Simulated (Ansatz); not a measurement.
Reading a saddle point

A first-order saddle point of SiH₂SeF₄, closed shell, PBE0-D4/def2-TZVP, with one imaginary mode of 850i cm⁻¹:

```xyz
8
angstrom
Si -0.6743 -0.0793 -0.3286
F 0.8780 -0.7401 -1.0415
F -1.0581 -1.5606 0.0684
F -1.7833 0.6807 0.5437
F -1.0756 0.4448 -1.7619
H 1.5408 -0.0246 -0.2746
Se 1.1188 1.1318 0.8519
H 1.0537 0.1474 1.9425
```

Computed with Ansatz 0.2.0 (basis: def2-TZVPP and def2-QZVPP); correlated methods freeze the cores. Filled d shells of the heavier atoms are correlated. The def2 sets are not built for correlating such inner shells, so the correlated values are less sure here. Extrapolation: Hartree–Fock as exp(−7.88 √X), correlation as X^−2.97.

(1) Which contacts change along the imaginary mode, and what lies on either side? (Judge from chemistry; the calculation decides.)

(2) Which side is lower, and how far does the saddle lie above each? (To be estimated.)

No T1 diagnostic of these runs exceeds 0.012.

Answers

(1) Computed: The step is SiF₄ ([F][Si]([F])([F])[F]) + H₂Se → SiHSeF₃ ([F][Si]([F])([F])[SeH]) + HF, with the molecules in contact on both sides. Shortening one way: Si1–Se7, F2–H6; lengthening the same way: Si1–F2, H6–Se7.
```csv
pair,one side (Å),saddle (Å),other side (Å)
Si1–Se7,3.76,2.46,2.25
F2–H6,3.30,1.24,0.93
Si1–F2,1.56,1.83,3.95
H6–Se7,1.47,1.67,2.41
```

(2) The calculation gives: The side with Si1–F2, H6–Se7 short is lower by 21.00 kcal/mol; the saddle lies 46.88 kcal/mol above it and 25.88 kcal/mol above the other (CCSD(T) at an estimated basis limit (MP2 extrapolated from triple and quadruple zeta, plus CCSD(T) − MP2 in triple zeta); electronic energies).

Labels in which every atom is bracketed show which atoms are joined, not bond orders.

For scale, one of the runs: CCSD(T)/def2-TZVPP, 242 basis functions, launched by `ansatz run in.yaml --threads 8 --pin off --events-out ev --progress --plain --max-ram 19148MiB`. The run took 3.5 min on 8 CPU threads of an Arm Neoverse V1 (shared host), with 5.4 GiB of host memory at its peak.
